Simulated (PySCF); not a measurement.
Fill in the blanks.

Compound: C₄H₁₂Si.
Atom-mapped SMILES: `[CH3:1][CH2:2][CH2:3][SiH2:4][CH3:5]` (hydrogens: H6, H7, H8 on C1; H9, H10 on C2; H11, H12 on C3; H13, H14 on Si4; H15, H16, H17 on C5)

Conformer (atom-mapped SMILES and torsion angles): `[CH3:1][CH2:2][CH2:3][SiH2:4][CH3:5]`: C1–C2–C3–Si4 179°, C2–C3–Si4–C5 -61°.

| property | level | value |
| --- | --- | --- |
| point group | PBE0-D3(BJ)/def2-SVP | C1 |
| rotational constants A, B, C | PBE0-D3(BJ)/def2-SVP | 7.955, 1.692, 1.522 GHz |
| dipole moment | wB97X-D/def2-SVPD | 0.79 D |
| HOMO energy | wB97X-D/def2-SVPD | -10.12 eV |
| LUMO energy | wB97X-D/def2-SVPD | ? |
| lowest singlet excitation | TDDFT wB97X-D/def2-SVPD | ? |
| strongest line among the 10 lowest singlet transitions | TDDFT wB97X-D/def2-SVPD | S10 at 9.27 eV (134 nm, f = 0.143) |
| lowest triplet excitation (Tamm–Dancoff) | TDA wB97X-D/def2-SVPD | 8.00 eV |
| static isotropic polarisability | wB97X-D/def2-SVPD | 78.5 au |
| vertical ionisation energy | ΔSCF wB97X-D/def2-SVPD | 10.30 eV |
| electronic spatial extent ⟨r²⟩ about the centre of nuclear charge | wB97X-D/def2-SVPD | ? |
| 13C chemical shifts (computed TMS as zero) by class | GIAO PBE/pcSseg-2 | 24.5 (C2), 21.5 (C1), 19.4 (C3), -8.7 (C5) ppm |
| 1H chemical shifts (computed TMS as zero) by class | GIAO PBE/pcSseg-2 | 4.25 (H13/H14), 1.44 (H9/H10), 1.03 (H6/H7/H8), 0.72 (H11/H12), 0.13 (H15/H16/H17) ppm |
| isotropic shieldings of nuclei other than C and H, by class | GIAO PBE/pcSseg-2 | 362 (Si4) ppm |
| core binding energies | ΔSCF SCAN, pcX-2 on the ionised atom, pcseg-1 elsewhere, spin-free X2C, 2p3/2 from a spin–orbit splitting computed afterwards within the 2p shell | Si2p3/2 106.2 (Si4), C1s 289.9 (C3), C1s 290.1 (C5), C1s 290.5 (C1), C1s 290.6 (C2), Si1s 1845.9 (Si4) eV |

The electronic properties come from PySCF, for the isolated species, density fitting. Isolated species at its PBE0-D3(BJ)/def2-SVP geometry (one conformer only). NMR classes are plain means over equivalent atoms (diastereotopic ones count apart unless rotation or inversion swaps them), as if these changed places fast; in this geometry the members of some classes differ.

**Question.** Give the electronic spatial extent ⟨r²⟩ about the centre of nuclear charge.

**Answer.** 868 bohr².

**Question.** Give the lowest singlet excitation.

**Answer.** 8.23 eV (151 nm, f = 0.035).

**Question.** Give the LUMO energy.

**Answer.** 2.25 eV.

No computed singlet falls in the visible range (750 to 380 nm, 1.65 to 3.26 eV); S1 lies 4.97 eV above its blue end. In wavenumbers S1 is 66400 cm⁻¹ (1 eV = 8065.54 cm⁻¹). The vertical singlet–triplet gap S1 − T1 is 0.23 eV (TDDFT singlet less Tamm–Dancoff triplet; S1: HOMO→LUMO, weight 0.83; T1: HOMO→LUMO, weight 0.60).
